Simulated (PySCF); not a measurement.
**`NC(=O)[SiH2]N([SiH3])[SiH3]`: 4 charge schemes on one density**

CH10N2OSi3.
Geometry (GFN2-xTB, Å), atoms numbered from 1 in this order:
```
atom  x, y, z in Å
N1     3.1211    0.4737   -0.3252
C2     1.7849    0.6146   -0.2892
O3     1.2623    1.6925   -0.5384
Si4    0.7162   -0.8962    0.1562
N5    -0.8690   -0.2583    0.1323
Si6   -1.2014    1.4140   -0.3982
Si7   -2.2100   -1.2642    0.6105
H8     3.5539   -0.4063   -0.1148
H9     3.7107    1.2610   -0.5559
H10    0.9767   -1.9381   -0.8497
H11    1.1592   -1.3745    1.4745
H12   -0.8146    2.3589    0.6398
H13   -2.6820    1.4181   -0.3766
H14   -0.8580    1.5715   -1.8048
H15   -1.6326   -2.5438    1.0289
H16   -2.9177   -0.6406    1.7279
H17   -3.1066   -1.4703   -0.5272
```

Density: PBE0/pcSseg-1 (PySCF); schemes: Mulliken, IAO, Hirshfeld and ESP-fitted. Geometry: GFN2-xTB, one conformer, isolated molecule.

Problem. Do the Mulliken, IAO, Hirshfeld and ESP-fitted schemes agree on where the charge is highest?

Solution. The schemes don't all agree: Mulliken Si4 and Si6 (+0.741); IAO Si4 (+0.831); Hirshfeld Si4 (+0.352); ESP-fitted C2 (+0.609).

Problem. At which atom do the 4 schemes differ most?

Solution. At N1: from -0.938 (ESP-fitted) to -0.161 e (Hirshfeld), 0.777 e apart.

Problem. For which atoms does the sign change between the 4 schemes (beyond +0.03 e in one, beyond −0.03 e in another)?

Solution. For none.

Problem. What partial charge does each atom carry?

Solution. In e:

```
atom                          environment  Mulliken     IAO  Hirshfeld  ESP-fitted
  N1  nitrogen bound to a carbonyl carbon    -0.369  -0.478     -0.161      -0.938
  C2                      carbonyl carbon    +0.191  +0.188     +0.095      +0.609
  O3                      carbonyl oxygen    -0.463  -0.467     -0.218      -0.478
 Si4                         SiH2 silicon    +0.741  +0.831     +0.352      +0.324
  N5      nitrogen bridging silicon atoms    -1.086  -1.029     -0.345      -0.495
 Si6                         SiH3 silicon    +0.741  +0.758     +0.315      +0.534
 Si7                         SiH3 silicon    +0.643  +0.751     +0.347      +0.471
  H8                         N–H hydrogen    +0.206  +0.280     +0.145      +0.409
  H9                         N–H hydrogen    +0.196  +0.284     +0.146      +0.427
 H10                        Si–H hydrogen    -0.088  -0.143     -0.082      -0.092
 H11                        Si–H hydrogen    -0.089  -0.140     -0.082      -0.092
 H12                        Si–H hydrogen    -0.093  -0.131     -0.086      -0.104
 H13                        Si–H hydrogen    -0.146  -0.174     -0.105      -0.177
 H14                        Si–H hydrogen    -0.098  -0.131     -0.086      -0.103
 H15                        Si–H hydrogen    -0.119  -0.136     -0.080      -0.092
 H16                        Si–H hydrogen    -0.084  -0.132     -0.077      -0.102
 H17                        Si–H hydrogen    -0.084  -0.134     -0.078      -0.102
```

Mean size of the charges over all atoms: IAO 0.364 e, ESP-fitted 0.326 e, Mulliken 0.320 e, Hirshfeld 0.165 e. Each set sums to the total charge, 0, to within 0.001 e. The Mulliken scheme gives each basis function's population to the atom it is centred on and halves the overlap population of two atoms between them. The IAO scheme counts the electrons in orthogonalised intrinsic atomic orbitals, a minimal basis polarised so that it spans the occupied orbitals exactly.

Problem. How many electrons does the Mulliken scheme count on N5?

Solution. Z − q = 7 − (-1.086) = 8.086.

Problem. Sum the charges by element, for elements with more than one atom.

Solution. 
| element | atoms | Mulliken | IAO | Hirshfeld | ESP-fitted |
| --- | --- | --- | --- | --- | --- |
| N | 2 | -1.454 | -1.507 | -0.505 | -1.433 |
| Si | 3 | +2.125 | +2.340 | +1.014 | +1.330 |
| H | 10 | -0.399 | -0.555 | -0.386 | -0.028 |

These values come from a run that also computed NMR shieldings. On an Arm Neoverse N1 with one thread, shared host with 64 logical CPUs at a one-minute load of 60, this took 55 s of wall time and 0.84 GiB of memory at its peak.
